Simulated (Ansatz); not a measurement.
CH9AlInNSi (`[AlH2][NH][SiH2][CH2][InH2]`), relaxed with RKS PBE0-D4/def2-TZVP in Ansatz from a GFN2-xTB geometry. The force threshold is 0.005 eV/Å; the program also tests the step.

The species carries charge 0 and has multiplicity 1. In takes the def2 core potential.

Start:

```xyz
14

Al   -2.175   -0.747    0.488
N    -0.909    0.026   -0.533
Si    0.584   -0.874   -0.952
C     1.965    0.185   -0.226
In    0.614    1.519    0.962
H    -2.292   -0.406    1.987
H    -3.098   -1.813   -0.119
H    -1.123    0.700   -1.260
H     0.590   -1.027   -2.413
H     0.392   -2.164   -0.265
H     2.515    0.738   -0.988
H     2.676   -0.392    0.363
H     0.131    1.178    2.584
H     0.129    3.077    0.374
```

(1) By how much does the energy fall, and how many steps does the optimiser take? (An estimate is asked.)

(2) Which bonds change most? (An estimate is asked.)

(3) Give the relaxed structure. (An estimate is asked.)

Answers

(1) Computed: 0.96 eV, in 35 steps, 3 of them rejected.

(2) The calculation gave: Al1–H13 from 3.663 to 1.801 Å; Al1–In5 from 3.624 to 2.902 Å; N2–In5 from 2.605 to 2.352 Å; In5–H13 from 1.726 to 1.899 Å.

(3) Computed: 
```xyz
14

Al   -1.700   -0.370    0.987
N    -0.852   -0.152   -0.702
Si    0.707   -0.906   -1.039
C     1.812    0.103    0.073
In    0.290    1.634    0.317
H    -1.153   -1.613    1.814
H    -3.217    0.095    0.943
H    -1.497   -0.072   -1.479
H     1.033   -0.681   -2.475
H     0.698   -2.370   -0.772
H     2.737    0.449   -0.385
H     2.037   -0.365    1.033
H    -0.803    1.002    1.735
H    -0.093    3.247   -0.050
```
